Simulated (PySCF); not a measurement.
Compound: dimethylethylborane, C4H11B.
Geometry (GFN2-xTB, Å), atoms numbered from 1 in this order:
```xyz
16
C4H11B angstrom
C      1.977   -0.622   -0.035
C      0.979    0.534   -0.107
B     -0.529    0.219    0.254
C     -0.955   -1.182    0.836
C     -1.622    1.337    0.029
H      2.981   -0.287   -0.287
H      1.699   -1.410   -0.732
H      2.002   -1.047    0.965
H      1.321    1.328    0.567
H      1.031    0.978   -1.106
H     -0.747   -1.972    0.115
H     -0.373   -1.434    1.721
H     -2.007   -1.249    1.102
H     -2.387    0.984   -0.662
H     -1.231    2.273   -0.363
H     -2.147    1.559    0.957
```

PySCF, density fitting, gas phase, GFN2-xTB geometry. The standard run uses grid level 2 after a coarse-grid start, the def2-universal JK fitting basis (with tight functions added where the orbital basis needs them), an energy threshold of 1e-9 Eh and DIIS. The changed runs have no coarse-grid stage.

Task: Standard PBE0/def2-SVPD: E = -183.551459 Eh, HOMO -8.155 eV, LUMO -0.229 eV, dipole 0.030 D, 12 cycles (coarse-grid cycles included). What changes at PBE0/def2-SVPD with: fitting basis def2-qzvpp-jkfit, start guess atom?

Result: E = -183.551459 Eh (0.000 mEh), HOMO -8.155 eV (0.000), LUMO -0.229 eV (0.000), dipole 0.030 D (0.000), 9 SCF cycles. The result matches the standard run within 0.02 mEh and 0.003 eV.

The cycles:
```
cycle   1  E = -183.1609991273  dE =  1.223e+00  |g| = 1.217e+00  |ddm| = 5.928e+00
cycle   2  E = -183.0497700000  dE =  1.112e-01  |g| = 1.323e+00  |ddm| = 3.624e+00
cycle   3  E = -183.5493028601  dE = -4.995e-01  |g| = 8.498e-02  |ddm| = 1.981e+00
cycle   4  E = -183.5509982402  dE = -1.695e-03  |g| = 4.117e-02  |ddm| = 1.856e-01
cycle   5  E = -183.5514486493  dE = -4.504e-04  |g| = 6.327e-03  |ddm| = 6.298e-02
cycle   6  E = -183.5514577970  dE = -9.148e-06  |g| = 2.123e-03  |ddm| = 1.249e-02
cycle   7  E = -183.5514589688  dE = -1.172e-06  |g| = 4.310e-04  |ddm| = 3.767e-03
cycle   8  E = -183.5514590202  dE = -5.134e-08  |g| = 4.980e-05  |ddm| = 1.003e-03
cycle   9  E = -183.5514590208  dE = -6.069e-10  |g| = 2.442e-05  |ddm| = 1.369e-04
```
